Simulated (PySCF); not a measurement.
**Computed structure and properties of Ce(NO2)4**

System: Ce(NO2)4 (singlet); start: displaced along the imaginary mode (S4). Method: PySCF 2.14.0, RKS PBE, Ce lcecp-2-SVP with ECP46, O def2-SVP, N def2-SVP; non-relativistic Hamiltonian with scalar-relativistic core potentials where named; density fitting; no spin-orbit coupling.

Input of the relaxation:

```python
mol = gto.M(atom='''
Ce    -0.00000    -0.00000     0.00000
O      1.53292     0.34672     1.71656
O      1.29342     2.12036     0.51872
N      1.95129     1.57320     1.45613
O     -1.29342    -0.51872     2.12036
O     -1.53292    -1.71656     0.34672
N     -1.95129    -1.45613     1.57320
O      1.29342    -2.12036    -0.51872
O      1.53292    -0.34672    -1.71656
N      1.95129    -1.57320    -1.45613
O     -1.53292     1.71656    -0.34672
O     -1.29342     0.51872    -2.12036
N     -1.95129     1.45613    -1.57320''',
    basis={'Ce': 'lcecp-2-SVP', 'O': 'def2-SVP', 'N': 'def2-SVP'},
    ecp={'Ce': 'lcecp-2-SVP'},
    charge=0, spin=0)
mf = dft.RKS(mol, xc='PBE')
mf.grids.atom_grid = (50, 194)  # f atoms: unpruned, at least (60, 302)
mf = mf.density_fit()  # fitting sets: Ce AutoAux, O def2-universal-JKFIT, N def2-universal-JKFIT
mf.conv_tol = 1e-08; mf.max_cycle = 55
mf.kernel(dm0)  # dm0: converged density of the start geometry
# quasi-Newton relaxation in Cartesian coordinates to a largest gradient under 0.00045 Eh/bohr, steps kept in the point group
```

Run from Python with OMP_NUM_THREADS=4; the lines above give its settings. Where DIIS fails, smearing, a level shift and second-order steps follow.
It took 4.6 min on 4 threads of Arm Neoverse V2 (shared host), from the converged density of the start.

Course of the relaxation:

```json
{"step": "0", "energy above end (eV)": "0.4905", "largest force component within the symmetry (eV/Å)": "0.990"}
{"step": "1", "energy above end (eV)": "0.3580", "largest force component within the symmetry (eV/Å)": "0.241"}
{"step": "2", "energy above end (eV)": "0.3320", "largest force component within the symmetry (eV/Å)": "0.145"}
{"step": "3", "energy above end (eV)": "0.2634", "largest force component within the symmetry (eV/Å)": "0.695"}
{"step": "4", "energy above end (eV)": "0.2212", "largest force component within the symmetry (eV/Å)": "0.465"}
{"step": "5", "energy above end (eV)": "0.1474", "largest force component within the symmetry (eV/Å)": "0.267"}
{"step": "6", "energy above end (eV)": "0.0932", "largest force component within the symmetry (eV/Å)": "0.214"}
{"step": "7", "energy above end (eV)": "0.0575", "largest force component within the symmetry (eV/Å)": "0.342"}
{"step": "20", "energy above end (eV)": "0.0016", "largest force component within the symmetry (eV/Å)": "0.076"}
{"step": "21", "energy above end (eV)": "0.0003", "largest force component within the symmetry (eV/Å)": "0.060"}
{"step": "22", "energy above end (eV)": "0.0001", "largest force component within the symmetry (eV/Å)": "0.023"}
{"step": "23", "energy above end (eV)": "0.0002", "largest force component within the symmetry (eV/Å)": "0.025"}
{"step": "24", "energy above end (eV)": "0.0000", "largest force component within the symmetry (eV/Å)": "0.015"}
{"step": "25", "energy above end (eV)": "0.0000", "largest force component within the symmetry (eV/Å)": "0.004"}
```
(The steps between are left out.)

Relaxed geometry (S4):

```xyz
13

Ce    0.0001    0.0000    0.0000
O     1.7881    0.6203    1.3885
O     0.4937    2.2195    0.9560
N     1.5800    1.8840    1.5061
O    -0.4938   -0.9559    2.2195
O    -1.7880   -1.3885    0.6200
N    -1.5801   -1.5060    1.8838
O     0.4937   -2.2195   -0.9560
O     1.7881   -0.6203   -1.3885
N     1.5800   -1.8840   -1.5061
O    -1.7880    1.3885   -0.6200
O    -0.4938    0.9559   -2.2195
N    -1.5801    1.5060   -1.8838
```

```csv
contact,Å
Ce1–O2 (NO2),2.347
Ce1–O6 (NO2),2.347
Ce1–O9 (NO2),2.347
Ce1–O11 (NO2),2.347
```

On the finer grid (75, 302):

```json
{
 "HOMO": "not given (4f levels lie in the core)",
 "LUMO": "not given (4f levels lie in the core)",
 "Dipole about the centre of mass": "0.00 D",
 "Set of Mulliken populations of Ce1 outside the core potential": "s 2.35, p 6.26, d 1.93, f 0.13",
 "D3(BJ) dispersion energy (not in the energies)": "-0.358 eV"
}
```

```json
{"atom": "Ce1", "Mulliken (e)": "1.33", "Löwdin (e)": "0.65", "spin (e)": "0.00"}
{"atom": "O2", "Mulliken (e)": "-0.31", "Löwdin (e)": "-0.17", "spin (e)": "0.00"}
{"atom": "O3", "Mulliken (e)": "-0.30", "Löwdin (e)": "-0.16", "spin (e)": "0.00"}
{"atom": "N4", "Mulliken (e)": "0.28", "Löwdin (e)": "0.17", "spin (e)": "0.00"}
{"atom": "O5", "Mulliken (e)": "-0.30", "Löwdin (e)": "-0.16", "spin (e)": "0.00"}
{"atom": "O6", "Mulliken (e)": "-0.31", "Löwdin (e)": "-0.17", "spin (e)": "0.00"}
{"atom": "N7", "Mulliken (e)": "0.28", "Löwdin (e)": "0.17", "spin (e)": "0.00"}
{"atom": "O8", "Mulliken (e)": "-0.30", "Löwdin (e)": "-0.16", "spin (e)": "0.00"}
{"atom": "O9", "Mulliken (e)": "-0.31", "Löwdin (e)": "-0.17", "spin (e)": "0.00"}
{"atom": "N10", "Mulliken (e)": "0.28", "Löwdin (e)": "0.17", "spin (e)": "0.00"}
{"atom": "O11", "Mulliken (e)": "-0.31", "Löwdin (e)": "-0.17", "spin (e)": "0.00"}
{"atom": "O12", "Mulliken (e)": "-0.30", "Löwdin (e)": "-0.16", "spin (e)": "0.00"}
{"atom": "N13", "Mulliken (e)": "0.28", "Löwdin (e)": "0.17", "spin (e)": "0.00"}
```

The large-core potential holds the 4f shell empty.

On the grid (50, 194), as all that follows. Harmonic modes: 3 unstable but soft, so probably a saddle point, though modes this soft are near the noise (counted below −25 cm⁻¹); lowest -55 cm⁻¹ (negative: unstable), highest 1326 cm⁻¹, zero-point energy 1.068 eV.

Taking off one NO2 (charge -1, singlet; the rest: singlet) in vacuum, both parts rigid, costs 9.93 eV; the small basis without counterpoise inflates it. Most of it is the attraction of opposite charges; other ways to part are cheaper, and one spin state was tried for the rest.

Rigid scan of NO2 along the line from its metal, all other atoms held (where the atom bridges, its other bond changes as well):

| distance to the donors' midpoint (Å) | energy (eV) |
| --- | --- |
| 1.87 | 0.818 |
| 1.97 | 0.321 |
| 2.07 | 0.071 |
| 2.17 | 0.000 |
| 2.27 | 0.054 |
| 2.37 | 0.192 |
| 2.57 | 0.605 |
| 2.87 | 1.319 |
| 3.27 | 2.158 |

One start shape was tried, so this needn't be the lowest isomer.
